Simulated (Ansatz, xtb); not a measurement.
## Two isomers of C2H10Ge2

We compare I, `C[CH2][GeH2][GeH3]`, a singlet, with II, `[CH3][GeH2][CH2][GeH3]`, a singlet. Both are isolated molecules in the gas phase, relaxed with B3LYP-D3(BJ)/def2-SVP; the shapes shown needn't be the lowest conformers.

I (Å):

```xyz
14

C    -0.7840   -1.6329   -2.1398
C     0.3811   -2.2832   -1.3911
Ge    0.7267   -1.4812    0.3862
Ge    1.2053    0.9025    0.1715
H    -0.9540   -2.1124   -3.1181
H    -1.7247   -1.7064   -1.5699
H    -0.6005   -0.5623   -2.3277
H     0.1966   -3.3589   -1.2337
H     1.3144   -2.2065   -1.9730
H    -0.5173   -1.6712    1.2882
H     1.9224   -2.1911    1.0644
H     1.5850    1.5293    1.5305
H     2.3803    1.1283   -0.8071
H    -0.0202    1.6647   -0.3799
```

II (Å):

```xyz
14

C    -0.2880   -0.7757   -2.7100
C     0.4987   -1.8376    0.2406
Ge    1.0400   -1.7703   -1.6550
Ge    0.3172   -0.0814    1.1092
H    -0.0044   -0.7600   -3.7729
H    -1.2776   -1.2489   -2.6191
H    -0.3639    0.2619   -2.3521
H     2.4204   -1.0796   -1.7617
H     1.1722   -3.2124   -2.2025
H    -0.4652   -2.3667    0.3142
H     1.2396   -2.4285    0.8024
H     1.6479    0.6963    1.0145
H    -0.0614   -0.2441    2.5982
H    -0.7838    0.7470    0.4114
```

Task: Estimate which is lower in electronic energy at CCSD(T)/def2-SVP + ΔMP2/def2-TZVPP, and by roughly how much.

Result: Too close to call at this level: CCSD(T)/def2-SVP + ΔMP2/def2-TZVPP gives E(II) − E(I) = −0.001 eV.

How the difference moves with the method:

```
                             level               geometry  E(II) − E(I) (eV)  departure from the last row (eV)  job, with rough time for the two
                          GFN2-xTB               GFN2-xTB              +0.601                            +0.602              optimisation, 0.18 s
                         HF/STO-3G               GFN2-xTB              +0.135                            +0.136              single point, 0.52 s
                r2SCAN-D4/def2-SVP               GFN2-xTB              +0.115                            +0.116               single point, 4.1 s
             B3LYP-D3(BJ)/def2-SVP  B3LYP-D3(BJ)/def2-SVP              +0.163                            +0.164                optimisation, 63 s
                       HF/def2-SVP  B3LYP-D3(BJ)/def2-SVP              +0.081                            +0.082           part of the CCSD(T) run
                      MP2/def2-SVP  B3LYP-D3(BJ)/def2-SVP              +0.069                            +0.070           part of the CCSD(T) run
                  CCSD(T)/def2-SVP  B3LYP-D3(BJ)/def2-SVP              +0.126                            +0.127                      single point
CCSD(T)/def2-SVP + ΔMP2/def2-TZVPP  B3LYP-D3(BJ)/def2-SVP              −0.001                                                  single point, 77 s
```

As drawn, II has 2 C–Ge in place of 1 C–C, 1 Ge–Ge.

The largest departure from CCSD(T)/def2-SVP + ΔMP2/def2-TZVPP is that of GFN2-xTB, 0.602 eV. The last row adds to CCSD(T) the change of the MP2 difference between the two basis sets, here −0.127 eV.

With thermal terms from frequencies at re-optimised GFN2-xTB minima (ideal gas, soft modes damped towards free rotors, one conformer each, 298.15 K, 1 atm): the zero-point term adds −0.048 eV; ΔH is −0.052 and ΔG −0.046 eV.

The correlated steps freeze 20 core orbitals; the filled d shell of Ge is correlated, in a basis made for valence electrons. Run with Ansatz 0.2.0, xtb 6.7.1; the last row on 4 threads of Arm Neoverse V1 on a shared host.
